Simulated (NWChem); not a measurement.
System: C4H3N; SMILES C=C=CC#N

Here is an NWChem input.

```
start job
memory heap 200 mb stack 900 mb global 1100 mb
geometry units angstroms noautosym nocenter noautoz
  C      0.459149    -2.216326     0.000000
  C     -0.137370    -1.059224     0.000000
  C     -0.752248     0.106993     0.000000
  C     -0.054112     1.352900     0.000000
  N      0.487780     2.378126     0.000000
  H      0.720017    -2.717244     0.938625
  H      0.720017    -2.717244    -0.938625
  H     -1.848673     0.150723     0.000000
end
basis spherical
  * library def2-svp
end
dft
  xc xpbe96 cpbe96
  iterations 150
end
cosmo
  dielec 2.4
end
task dft energy
```

Output (shortened):

```
             Northwest Computational Chemistry Package (NWChem) 7.3.0
             --------------------------------------------------------

                             Geometry "geometry" -> ""
                             -------------------------

 Output coordinates in angstroms (scale by  1.889725989 to convert to a.u.)

  No.       Tag          Charge          X              Y              Z
 ---- ---------------- ---------- -------------- -------------- --------------
    1 C                    6.0000     0.45914900    -2.21632600     0.00000000
    2 C                    6.0000    -0.13737000    -1.05922400     0.00000000
    3 C                    6.0000    -0.75224800     0.10699300     0.00000000
    4 C                    6.0000    -0.05411200     1.35290000     0.00000000
    5 N                    7.0000     0.48778000     2.37812600     0.00000000
    6 H                    1.0000     0.72001700    -2.71724400     0.93862500
    7 H                    1.0000     0.72001700    -2.71724400    -0.93862500
    8 H                    1.0000    -1.84867300     0.15072300     0.00000000

 Effective nuclear repulsion energy (a.u.)     124.0306477419

  pbe96 is a nonlocal functional; adding pw91lda local functional.

                                 NWChem DFT Module
                                 -----------------

 Summary of "ao basis" -> "ao basis" (spherical)
 ------------------------------------------------------------------------------
       Tag                 Description            Shells   Functions and Types
 ---------------- ------------------------------  ------  ---------------------
 C                          def2-svp                 6       14   3s2p1d
 N                          def2-svp                 6       14   3s2p1d
 H                          def2-svp                 3        5   2s1p

 in cosmo_initialize ...

 solvent parameters
 solvname_short: unkn
 solvname_long:  unknown
 dielec:        2.4000

          ---------------
          -cosmo- solvent
          ---------------
 Cosmo: York-Karplus, doi: 10.1021/jp992097l
 dielectric constant -eps-     =   2.40
 screen = (eps-1)/(eps    )    =   0.58333
 surface charge correction     = lagrangian

   van der Waals surface
 --------------------------

 ---------- ATOMIC COORDINATES (A.U.) ------------ VDWR(ANG.) --
     1    0.86766580   -4.18824884    0.00000000     2.000
     2   -0.25959166   -2.00164312    0.00000000     2.000
     3   -1.42154260    0.20218745    0.00000000     2.000
     4   -0.10225685    2.55661029    0.00000000     2.000
     5    0.92177054    4.49400651    0.00000000     1.830
     6    1.36063484   -5.13484660    1.77374406     1.300
     7    1.36063484   -5.13484660   -1.77374406     1.300
     8   -3.49348541    0.28482517    0.00000000     1.300
 number of segments per atom =         32
 number of   points per atom =         32
 atom (   nspa,  nppa )
 ----------------------
    1 (     20,     0 )       0
    2 (     16,     0 )       0
    3 (     12,     0 )       0
    4 (     16,     0 )       0
    5 (     24,     0 )       0
    6 (     16,     0 )       0
    7 (     16,     0 )       0
    8 (     16,     0 )       0
 number of -cosmo- surface points =      136
 molecular surface =    124.324 angstrom**2
 molecular volume  =     97.551 angstrom**3
 G(cav/disp)       =      1.482 kcal/mol
 -lineq- algorithm             =   0
 -bem- low  level              =   2
 -bem- from -octahedral-
 gaussian surface charge width =   4.50000
 degree of switching           =   1.00000
 switching function tolerance  =   0.00010
 atomic radii =
 --------------
    1  6.000  2.000
    2  6.000  2.000
    3  6.000  2.000
    4  6.000  2.000
    5  7.000  1.830
    6  1.000  1.300
    7  1.000  1.300
    8  1.000  1.300
 ...... end of -cosmo- initialization ......

            General Information
            -------------------
          SCF calculation type: DFT
          Wavefunction type:  closed shell.
          No. of atoms     :     8
          No. of electrons :    34
           Alpha electrons :    17
            Beta electrons :    17
          Charge           :     0
          Spin multiplicity:     1
          Use of symmetry is: off; symmetry adaption is: off
          Maximum number of iterations: 150
          AO basis - number of functions:    85
                     number of shells:    39
          Convergence on energy requested:  1.00D-06
          Convergence on density requested:  1.00D-05
          Convergence on gradient requested:  5.00D-04

              XC Information
              --------------
          PerdewBurkeErnzerhof Exchange Functional  1.000
            Perdew 1991 LDA Correlation Functional  1.000 local
           PerdewBurkeErnz. Correlation Functional  1.000 non-local

             Grid Information
             ----------------
          Grid used for XC integration:  medium
          Radial quadrature: Mura-Knowles
          Angular quadrature: Lebedev.
          Tag              B.-S. Rad. Rad. Pts. Rad. Cut. Ang. Pts.
          ---              ---------- --------- --------- ---------
          C                   0.70       49          11.0       434
          N                   0.65       49          12.0       434
          H                   0.35       45          11.0       434
          Grid pruning is: on
          Number of quadrature shells:   380
          Spatial weights used:  Erf1

      Superposition of Atomic Density Guess
      -------------------------------------

 Sum of atomic energies:        -206.24126074

      Non-variational initial energy
      ------------------------------

 Total energy =    -208.906101
 1-e energy   =    -521.800724
 2-e energy   =     188.863975
 HOMO         =      -0.309342
 LUMO         =      -0.034218

   convergence    iter        energy       DeltaE   RMS-Dens  Diis-err
 ---------------- ----- ----------------- --------- --------- ---------
     COSMO gas phase
 d= 0,ls=0.0,diis     1   -208.3752868891 -3.32D+02  2.28D-02  7.93D-01
 d= 0,ls=0.0,diis     2   -207.7320786124  6.43D-01  1.86D-02  5.53D+00
 d= 0,ls=0.0,diis     3   -208.4684813404 -7.36D-01  3.15D-03  1.09D-01
 d= 0,ls=0.0,diis     4   -208.4779918996 -9.51D-03  1.68D-03  2.21D-02
 d= 0,ls=0.0,diis     5   -208.4797363552 -1.74D-03  7.96D-04  9.15D-03
  Resetting Diis
 d= 0,ls=0.0,diis     6   -208.4809453484 -1.21D-03  2.01D-04  3.51D-04
 d= 0,ls=0.0,diis     7   -208.4809891383 -4.38D-05  1.58D-04  2.56D-05
 d= 0,ls=0.0,diis     8   -208.4809747917  1.43D-05  1.14D-04  1.16D-04
 d= 0,ls=0.0,diis     9   -208.4809920055 -1.72D-05  1.89D-05  6.31D-06
 d= 0,ls=0.0,diis    10   -208.4809927107 -7.05D-07  7.34D-06  9.34D-07

   convergence    iter        energy       DeltaE   RMS-Dens  Diis-err
 ---------------- ----- ----------------- --------- --------- ---------
     COSMO solvation phase
 d= 0,ls=0.0,diis     1   -208.4854325957 -4.44D-03  1.72D-03  1.49D-03
 d= 0,ls=0.0,diis     2   -208.4845818858  8.51D-04  5.98D-04  1.13D-02
 d= 0,ls=0.0,diis     3   -208.4859615112 -1.38D-03  2.91D-04  1.73D-04
 d= 0,ls=0.0,diis     4   -208.4859710856 -9.57D-06  1.29D-04  2.08D-04
 d= 0,ls=0.0,diis     5   -208.4860000712 -2.90D-05  3.54D-05  1.24D-05
 d= 0,ls=0.0,diis     6   -208.4860016926 -1.62D-06  7.51D-06  5.79D-07
 d= 0,ls=0.0,diis     7   -208.4860017509 -5.84D-08  3.84D-06  1.19D-07

         Total DFT energy =     -208.486001750924
      One electron energy =     -525.334491274547
           Coulomb energy =      222.083663856685
    Exchange-Corr. energy =      -29.277374774728
 Nuclear repulsion energy =      124.030647741904

             COSMO energy =        0.011552699762

 Numeric. integr. density =       33.999999381063

                                   COSMO solvation results
                                   -----------------------

                 gas phase energy =      -208.480992710702
                 sol phase energy =      -208.486001750924
 (electrostatic) solvation energy =         0.005009040221 (    3.14 kcal/mol)

                       DFT Final Molecular Orbital Analysis
                       ------------------------------------

 Vector   15  Occ=2.000000D+00  E=-3.064490D-01
              MO Center=  1.4D-01,  1.8D+00,  1.0D-10, r^2= 1.5D+00
   Bfn.  Coefficient  Atom+Function         Bfn.  Coefficient  Atom+Function
  ----- ------------  ---------------      ----- ------------  ---------------
    60     -0.396116  5 N  px                46      0.361360  4 C  px
    63      0.225407  5 N  px                61      0.221096  5 N  py
    49      0.196941  4 C  px                47     -0.180540  4 C  py
    81      0.132378  8 H  s                 64     -0.127463  5 N  py
    50     -0.121322  4 C  py                32     -0.103650  3 C  px

 Vector   16  Occ=2.000000D+00  E=-2.701046D-01
              MO Center=  9.6D-02, -1.4D+00,  5.0D-10, r^2= 2.2D+00
   Bfn.  Coefficient  Atom+Function         Bfn.  Coefficient  Atom+Function
  ----- ------------  ---------------      ----- ------------  ---------------
     4      0.378003  1 C  px                18      0.355221  2 C  px
     7      0.238351  1 C  px                 5      0.198167  1 C  py
    21      0.187776  2 C  px                19      0.175621  2 C  py
    81      0.145597  8 H  s                 22      0.139271  2 C  py
     8      0.133190  1 C  py                47      0.117871  4 C  py

 Vector   17  Occ=2.000000D+00  E=-2.546411D-01
              MO Center= -1.0D-01,  2.1D-01, -7.2D-10, r^2= 3.7D+00
   Bfn.  Coefficient  Atom+Function         Bfn.  Coefficient  Atom+Function
  ----- ------------  ---------------      ----- ------------  ---------------
    34      0.358994  3 C  pz                20      0.331573  2 C  pz
    62      0.326686  5 N  pz                37      0.251209  3 C  pz
    65     -0.210004  5 N  pz                23      0.195566  2 C  pz
    48     -0.155360  4 C  pz                71     -0.135795  6 H  s
    76      0.135795  7 H  s                 51     -0.108695  4 C  pz

 Vector   18  Occ=0.000000D+00  E=-8.118236D-02
              MO Center= -6.0D-02, -1.7D-01,  1.8D-09, r^2= 4.0D+00
   Bfn.  Coefficient  Atom+Function         Bfn.  Coefficient  Atom+Function
  ----- ------------  ---------------      ----- ------------  ---------------
    23      0.477130  2 C  pz                20      0.463868  2 C  pz
    37     -0.365425  3 C  pz                34     -0.296206  3 C  pz
    62     -0.291095  5 N  pz                65      0.281772  5 N  pz
    72     -0.248445  6 H  s                 77      0.248445  7 H  s
    48     -0.201860  4 C  pz                51     -0.164905  4 C  pz

 Vector   19  Occ=0.000000D+00  E=-5.386715D-02
              MO Center= -4.7D-02, -1.1D+00, -3.1D-10, r^2= 3.6D+00
   Bfn.  Coefficient  Atom+Function         Bfn.  Coefficient  Atom+Function
  ----- ------------  ---------------      ----- ------------  ---------------
     7      0.489887  1 C  px                82     -0.402822  8 H  s
    18     -0.394221  2 C  px                21     -0.395087  2 C  px
     4      0.366509  1 C  px                22     -0.276834  2 C  py
     8      0.211752  1 C  py                81     -0.207015  8 H  s
    45      0.205594  4 C  s                 49     -0.191675  4 C  px

 Vector   20  Occ=0.000000D+00  E=-2.311529D-03
              MO Center=  7.0D-02,  1.1D+00,  5.9D-11, r^2= 3.1D+00
   Bfn.  Coefficient  Atom+Function         Bfn.  Coefficient  Atom+Function
  ----- ------------  ---------------      ----- ------------  ---------------
    50      0.517608  4 C  py                36      0.510924  3 C  py
    63      0.430221  5 N  px                45     -0.413374  4 C  s
    22      0.380604  2 C  py                46     -0.380242  4 C  px
    17      0.376803  2 C  s                 60     -0.358888  5 N  px
    82     -0.326612  8 H  s                 47      0.287538  4 C  py

     Multipole analysis of the density
     ---------------------------------

     L   x y z        total         alpha         beta         nuclear
     -   - - -        -----         -----         ----         -------
     0   0 0 0     -0.000000    -17.000000    -17.000000     34.000000

     1   1 0 0     -0.546834     -0.366330     -0.366330      0.185826
     1   0 1 0     -1.808290     -1.347451     -1.347451      0.886612
     1   0 0 1      0.000000      0.000000      0.000000      0.000000

     2   2 0 0    -20.240162    -29.601856    -29.601856     38.963551
     2   1 1 0     -3.639889      2.155392      2.155392     -7.950672
     2   1 0 1     -0.000000     -0.000000     -0.000000      0.000000
     2   0 2 0    -24.479587   -193.708755   -193.708755    362.937923
     2   0 1 1     -0.000000     -0.000000     -0.000000      0.000000
     2   0 0 2    -20.830185    -13.561260    -13.561260      6.292336
```

Level: PBE/def2-SVP, COSMO on the gas-phase geometry. The geometry was optimised at PBE0/def2-SVP. COSMO prints the solvation energy as gas minus solution, so a positive value is a stabilisation.
